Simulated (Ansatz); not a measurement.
Molecule: sum formula SiH$_{2}$F (charge 0, doublet). It need not be the lowest isomer of its formula. 
Coordinates optimised at B3LYP-D3(BJ)/def2-TZVP (Ansatz, a program for electronic structure):
```xyz
4

Si    -0.5385     0.0714     0.0610
F      1.0565     0.0226    -0.1590
H     -1.1564    -0.8876    -0.8929
H     -0.8130    -0.3159     1.4703
```
Charge 0, spin multiplicity 2.

Basis-set convergence of Hartree-Fock and CCSD correlation energies (hartree) with Ansatz. Correlated levels leave the core frozen unless marked. UHF or UKS for open shells. No spin-orbit coupling. Non-relativistic.

```tsv
basis	functions	E(HF)	E(corr, CCSD)
def2-SVPD	63	-389.37797	-0.30407
def2-TZVPPD	122	-389.60710	-0.37630
def2-QZVPPD	208	-389.62081	-0.40376
```

Extrapolating the two largest sets (X = 3 and 4) as X^-3: E(corr) = (64·(-0.40376) - 27·(-0.37630))/37 = -0.4238 Eh, an estimate of the basis-set limit. The largest set recovers 95.3 % of it, the smallest 71.7 %.
